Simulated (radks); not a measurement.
Results of a calculation; reference values are marked as such.
The bismuth ion Bi+ inside a hard spherical wall (all orbitals vanish at R), configuration held at [Hg] 6p2 and not refilled when levels cross. Code: a radial shooting solver on a logarithmic mesh with Libxc functionals. Model: scalar-relativistic Kohn-Sham, LDA (Slater exchange, VWN5 correlation), spin-unpolarised, spherical densities, point nucleus. Eigenvalues in eV, with the zero of energy where the potential of the charges vanishes at infinity; a dash marks a level that is unbound or too diffuse for the functional's potential to be trusted. A positive occupied level is held by the wall or, in an anion where self-interaction has pushed it up, behind a barrier. The pressure on the wall is -dE/dV.

R (bohr),E (hartree),kinetic (hartree),e(5p),e(5d),e(6s),e(6p),"e(7s, empty)","e(6d, empty)",pressure (GPa)
free,-21519.0463,24412.078,-104.16,-35.348,-22.454,-11.713,-4.853,-3.273,0
8,-21519.0455,24412.087,-104.12,-35.304,-22.417,-11.672,-3.998,-2.615,0.0444
7,-21519.0426,24412.113,-104.00,-35.193,-22.325,-11.561,-2.915,-1.933,0.265
6,-21519.0298,24412.210,-103.65,-34.855,-22.045,-11.183,-0.392,-0.450,1.60
5,-21518.9725,24412.573,-102.66,-33.906,-21.219,-9.942,5.805,3.001,10.4
3,-21517.0938,24421.468,-91.059,-23.038,-7.049,11.090,74.652,40.635,953
2,-21502.4430,24479.684,-53.962,16.843,69.033,109.12,303.19,169.93,24000
